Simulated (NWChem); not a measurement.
Molecule: ZrH3I; SMILES [ZrH3][I]

Results from NWChem. Geometry: optimised at PBE0/def2-SVP. def2 effective core potentials on Zr, I; no spin-orbit coupling. Vertical excitations in the gas phase; the lowest state need not have the same character in each row.

For level B3LYP/def2-SVPD, full TDDFT:

```
Quantity                         Result
-------------------------------  ------
lowest excitation, singlet (eV)    3.90
orbital gap (eV)                   5.16
```

### Question
Estimate the same quantities for level PBE/def2-SVPD, full TDDFT.

### Answer
| Property | Result |
|---|---|
| lowest excitation, singlet (eV) | 3.58 |
| orbital gap (eV) | 3.58 |
